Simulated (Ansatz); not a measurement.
Level of theory: r2SCAN-D4/def2-TZVP (Ansatz, a program for electronic structure). No frequencies were computed at this level.

Ansatz 0.2 input:
```yaml
crystal:
  periodic: [false, false, false]
  atoms:
    - { symbol: F, position_ang: [1.638192, -0.910932, -0.01066] }
    - { symbol: In, position_ang: [-0.004078, 0.126774, 0.000222] }
    - { symbol: F, position_ang: [-1.580028, -1.008161, 0.014628] }
    - { symbol: H, position_ang: [-0.054086, 1.79232, -0.004189] }
basis:
  gaussian: { orbitals: def2-tzvp }
hamiltonian:
  xc: r2scan
  dispersion: d4
relax:
  max_steps: 150
```

Output:

```
Functional definition: r2SCAN
744 factors; their error is unknown
mean field evaluation 1: about -10621.5030 eV, gradient 6.2e1 eV
mean field evaluation 2: about -10568.3433 eV, gradient 1.9e2 eV
mean field evaluation 4: about -10627.3611 eV, gradient 6.7e0 eV
mean field evaluation 8: about -10627.4638 eV, gradient 5.6e-2 eV
mean field evaluation 16: about -10627.4554 eV, gradient 7.5e-6 eV
mean field -10627.45539038 eV, -390.5517820486 hartree, gradient 8.3e-6 eV, S^2 0.000000; 0 other end points of the search recorded, 0 dependent functions left out
reference -10627.45540897 eV, -390.5517827315 hartree; 20, 20 occupied and 98, 98 virtual orbitals, 744 factors
relax step   1: F+E_penalty+E_count = -10627.46578187 eV  Δ(F+E_penalty+E_count) = +0.000e0 eV  max|allowed force component| = 2.387e-1 eV/Å  Δτ_max = 0.0000 Å  (28 SCF iters, accepted)
these checks for a lower state are left out or cut short: starts, cluster_reference, orbital_swaps, neighbouring_geometries, increment
744 factors; their error is unknown
mean field -10627.46983549 eV, -390.5523128964 hartree, gradient 1.1e-5 eV, S^2 0.000000; 0 other end points of the search recorded, 0 dependent functions left out
reference -10627.46985399 eV, -390.5523135764 hartree; 20, 20 occupied and 98, 98 virtual orbitals, 744 factors
relax step   2: F+E_penalty+E_count = -10627.48023789 eV  Δ(F+E_penalty+E_count) = -1.446e-2 eV  max|allowed force component| = 1.200e-1 eV/Å  Δτ_max = 0.0525 Å  (29 SCF iters, accepted)
these checks for a lower state are left out or cut short: starts, cluster_reference, orbital_swaps, neighbouring_geometries, increment
744 factors; their error is unknown
mean field -10627.47220737 eV, -390.5524000613 hartree, gradient 1.1e-5 eV, S^2 0.000000; 0 other end points of the search recorded, 0 dependent functions left out
reference -10627.47222589 eV, -390.5524007420 hartree; 20, 20 occupied and 98, 98 virtual orbitals, 744 factors
relax step   3: F+E_penalty+E_count = -10627.48263421 eV  Δ(F+E_penalty+E_count) = -2.396e-3 eV  max|allowed force component| = 9.289e-2 eV/Å  Δτ_max = 0.0278 Å  (31 SCF iters, accepted)
these checks for a lower state are left out or cut short: starts, cluster_reference, orbital_swaps, neighbouring_geometries, increment
744 factors; their error is unknown
mean field evaluation 32: about -10627.4793 eV, gradient 5.1e-1 eV
mean field -10627.47235241 eV, -390.5524053917 hartree, gradient 1.1e-5 eV, S^2 0.000000; 0 other end points of the search recorded, 0 dependent functions left out
reference -10627.47237093 eV, -390.5524060720 hartree; 20, 20 occupied and 98, 98 virtual orbitals, 744 factors
relax step   4: F+E_penalty+E_count = -10627.48277841 eV  Δ(F+E_penalty+E_count) = -1.442e-4 eV  max|allowed force component| = 1.343e-3 eV/Å  Δτ_max = 0.0020 Å  (32 SCF iters, accepted)
744 factors; their error is unknown
mean field -10627.47235241 eV, -390.5524053917 hartree, gradient 1.1e-5 eV, S^2 0.000000; 1 other end points of the search recorded, 0 dependent functions left out
reference -10627.47237093 eV, -390.5524060720 hartree; 20, 20 occupied and 98, 98 virtual orbitals, 744 factors
Total energy: -10627.48279692 eV, -390.5527892202 hartree
Atom 0 at     1.573337    -0.957962    -0.009914 Å, force     0.000856    -0.000438     0.000089 eV/Å
Atom 1 at    -0.005052     0.166179    -0.000294 Å, force     0.000146     0.001343    -0.000327 eV/Å
Atom 2 at    -1.512610    -1.051237     0.014335 Å, force    -0.000969    -0.000553     0.000104 eV/Å
Atom 3 at    -0.055675     1.843021    -0.004126 Å, force    -0.000034    -0.000353     0.000134 eV/Å
Dipole moment:    -0.022399     0.739476    -0.001534 e Å
```

Cost: about 16 core-seconds (a rough figure).
